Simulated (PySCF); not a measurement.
C₂H₈O₂Si₂, SMILES [C@@H]1(O[Si@H](O)[SiH2]1)C.

Coordinates come from a ωB97X-D3(BJ)/def2-SVP optimisation. The structure was generated by enumeration; whether it is a known compound was not checked. The values are those of a single conformer.

Vertical ionisation energy (IE) and electron affinity (EA) in eV. Rows of orbital energies are one-electron estimates. Where ΔSCF, EOM or ADC give a negative EA the extra electron is unbound and the value depends on the basis.

```json
[
 {"level": "−ε(HOMO), −ε(LUMO), r2SCAN/def2-TZVP (PySCF)", "IE": "6.44", "EA": "0.87"},
 {"level": "−ε(HOMO), −ε(LUMO), PBE/def2-TZVP (PySCF)", "IE": "6.19", "EA": "1.15"}
]
```
